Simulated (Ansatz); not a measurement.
Species: H2F2GeO2, SMILES `[OH][Ge]([OH])([F])[F]` (H–O–Ge–F torsion -85°, F–Ge–O–H torsion 30°) (charge 0, multiplicity 1).

Question: Give a relaxed geometry from r2SCAN-D4/def2-TZVP (Ansatz, a first-principles code).

Answer: One answer among several that fit: the end point of this relaxation, one of several conformers (outside a Z-matrix the atoms follow the SMILES, hydrogens last).
Z-matrix (Å, degrees):
```
Ge
F 1 1.7183
F 1 1.7183 2 104.14
O 1 1.7353 2 112.81 3 118.58
H 4 0.9647 1 112.25 2 -85.30
O 1 1.7353 2 109.45 3 -120.86
H 6 0.9647 1 112.25 2 30.13
```
